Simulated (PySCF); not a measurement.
Te(GeH3)2 (Ge2H6Te), SMILES [Te]([GeH3])[GeH3].

Geometry optimised at B3LYP-D3(BJ)/def2-SVP. This is a generated structure with no PubChem entry under its InChIKey; it may be hypothetical. The def2 effective core potentials stand for the cores of Te; spin–orbit coupling is left out.

Two levels are set side by side: PBE/def2-TZVP (PySCF) and ωB97X/def2-TZVP (PySCF). Same geometry, gas phase. Differences are taken from unrounded values.

```tsv
quantity	ωB97X	PBE	PBE minus ωB97X
orbital gap (eV)	9.36	3.55	-5.81
highest occupied level (eV)	-8.48	-5.35	3.12
lowest empty level (eV)	0.88	-1.80	-2.69
dipole moment (D)	0.85	0.72	-0.13
mean polarisability (bohr³)	105.8	109.0	3.2
```

PBE's occupied levels lie high since its potential decays too fast outside the molecule; exact exchange lowers them and widens the gap. PBE's more diffuse valence density responds more strongly to a field. Differences between two approximate levels are no errors against the true value.

Rough cost on one machine, each run with all the roots and properties that it gave: ωB97X against PBE within a factor of 2.
